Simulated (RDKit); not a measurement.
Input for RDKit: UFF on CH6O2 (a complex), monomers drawn apart or pushed together.

```python
from rdkit import Chem
from rdkit.Chem import AllChem, rdDetermineBonds

blocks = [
'''3

O    -0.11369052    0.04845715   -0.30979126
H     0.66019627   -0.16211307   -0.84043802
H     0.09777243   -0.25650983    0.58883937
''',
'''6

C     0.30292929    0.77569104    3.80213410
O     0.43589199   -0.51362182    3.19920320
H    -0.68465950    1.20689116    3.61885549
H     1.05150580    1.41427727    3.33819343
H     0.49076384    0.73196631    4.87832840
H    -0.23016504   -1.10306499    3.56785183
''',
]
mol = None
for b in blocks:
    f = Chem.MolFromXYZBlock(b)
    rdDetermineBonds.DetermineBonds(f, charge=0)
    mol = f if mol is None else Chem.CombineMols(mol, f)
Chem.SanitizeMol(mol)
print(Chem.MolToSmiles(Chem.RemoveHs(mol)))
ff = AllChem.UFFGetMoleculeForceField(mol, vdwThresh=100.0, ignoreInterfragInteractions=False)
e = ff.CalcEnergy()
print(f'UFF energy {e:.6f} kcal/mol')
```

Output:

```
CO.O
UFF energy 3.159791 kcal/mol
```

The run finished.

Cost: about 0.04 core-seconds (a rough figure).
